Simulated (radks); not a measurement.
Fractional charge and spin in the 1s shell of beryllium: the spin-up occupation runs from 0 to 1 and the spin-down occupation from 0 to 1; the fullest corner is Be, 2s2 1s(up 1, down 1). Calculated with a radial shooting solver on a logarithmic mesh with Libxc functionals: scalar-relativistic Kohn-Sham, LDA (Slater exchange, Perdew-Wang correlation), spin-polarised, spherical densities, finite nucleus; Fermi nuclear charge, rms radius of each element as measured or else 0.836 A^(1/3) + 0.57 fm. Energy (eV) minus the two flat planes that join the four corners (they meet along the diagonal where the two added fractions sum to one electron); zero is where a piecewise linear energy would lie.

down \ up       0    0.25     0.5    0.75       1
0           0.000  -3.496  -4.982  -3.872   0.000
0.25       -3.496  -3.352  -1.217   3.419  -2.943
0.5        -4.982  -1.217   4.470  -1.097  -4.143
0.75       -3.872   3.419  -1.097  -3.343  -3.197
1           0.000  -2.943  -4.143  -3.197   0.000

Corners above the fullest one (they belong to Be+ and the next ion): (up 1, down 0) 122.26 eV, (up 0, down 1) 122.26 eV, (up 0, down 0) 299.10 eV. With half an added electron in each spin the energy lies 4.470 eV from the planes, and with half an added electron in spin up alone -4.982 eV. The planes are only a guide here: the flat-plane condition holds for ground states with one frontier orbital, while this shell lies below other occupied shells, so the corners above the fullest one are inner-hole states and not the ground states of those ions.
